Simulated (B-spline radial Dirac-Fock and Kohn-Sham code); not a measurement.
Cross section and asymmetry of the 3d5/2 subshell of Cu⁵⁺

System: copper as Cu⁵⁺, configuration [Ar] 3d6. The computed 3d5/2 threshold is 106.4 eV; without correlation, outer thresholds are uncertain by 1 to 2 eV. With an open shell the threshold is an average over the terms of the final ion.

Model: Dirac-Hartree-Slater photoionisation with all multipoles and Dirac-Fock thresholds. Program: a radial atomic solver. Interchannel coupling and autoionising resonances are not included, so magnitudes near threshold are approximate.

Task: How do σ and β run from threshold to 400 eV kinetic energy?

Result: The cross section shows no minimum in this range. It is largest at the lowest energy, 3.67 Mb. β ranges from 0.30 (at 1.5 eV) to 1.23.

| kinetic energy (eV) | σ (Mb) | β |
| --- | --- | --- |
| 1.5 | 3.67 | 0.30 |
| 2.3 | 3.65 | 0.31 |
| 3.7 | 3.62 | 0.33 |
| 5.7 | 3.57 | 0.36 |
| 9.0 | 3.48 | 0.40 |
| 14.0 | 3.34 | 0.46 |
| 21.9 | 3.12 | 0.55 |
| 34.2 | 2.77 | 0.67 |
| 53.5 | 2.26 | 0.80 |
| 83.7 | 1.63 | 0.95 |
| 130.9 | 0.995 | 1.08 |
| 204.6 | 0.512 | 1.19 |
| 319.9 | 0.220 | 1.23 |

Run: 5.1 s of CPU time on 1 thread of Intel(R) Xeon(R) Platinum 8488C (shared host), peak memory 0.32 GiB.
